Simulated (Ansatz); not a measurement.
`BB1CN1` + `C=CNC` → `BN(C)C=C` + `B1CN1` at 600 K and 1 bar (cleavage of the B–B bond).

Isolated molecules relaxed with PBE0-D4/def2-TZVP in Ansatz; ΔE leaves out vibrations. CCSD(T)/CBS is the MP2 limit (def2-TZVPP, def2-QZVPP) plus CCSD(T) − MP2 in def2-TZVPP, frozen cores. This one scheme is used for every species. One conformer a species, not always the lowest.

| species | CCSD(T)/CBS energy (Eh) | H − E (kJ/mol) | S (J/(mol·K)) |
| --- | --- | --- | --- |
| `BB1CN1` | -145.29038 | 221.0 | 368.1 |
| `C=CNC` | -173.03872 | 305.3 | 370.2 |
| `BN(C)C=C` | -198.47223 | 348.7 | 401.1 |
| `B1CN1` | -119.91915 | 176.3 | 306.2 |

H − E and S are ideal-gas, rigid-rotor, harmonic terms from PBE0-D4/def2-TZVP, for one conformer and one mirror image of each species. 1 Eh = 2625.50 kJ/mol, R = 8.31446 J/(mol·K).

Problem. By hand: ΔE, ΔH, ΔS and ΔG.

Solution. ΔE = (-198.47223) + (-119.91915) − (-145.29038) − (-173.03872) = -0.06228 Eh = -163.5 kJ/mol. Δ(H − E) = 348.7 + 176.3 − 221.0 − 305.3 = -1.3, so ΔH = -164.8 kJ/mol. ΔS = 401.1 + 306.2 − 368.1 − 370.2 = -31.0 J/(mol·K). ΔG = -164.8 − 600 × (-31.0)/1000 = -146.2 kJ/mol.

Problem. By hand: the equilibrium constant, and the temperature at which ΔG would vanish if ΔH and ΔS stayed fixed.

Solution. log₁₀ K = −ΔG/(RT ln 10) = 12.7. ΔG = 0 at ΔH/ΔS = 5316 K, far beyond where these terms or the molecules hold.

ΔH outweighs TΔS. A doubt of 5 kJ/mol in ΔE shifts log₁₀ K by 0.4 here. Other conformers and mirror images would add mixing entropy, several J/(mol·K) or more a flexible species. These are equilibria of isolated gas molecules and say nothing of rates. Largest T1 diagnostic: 0.015 (customary marks: 0.02 for closed shells, 0.045 for open ones).
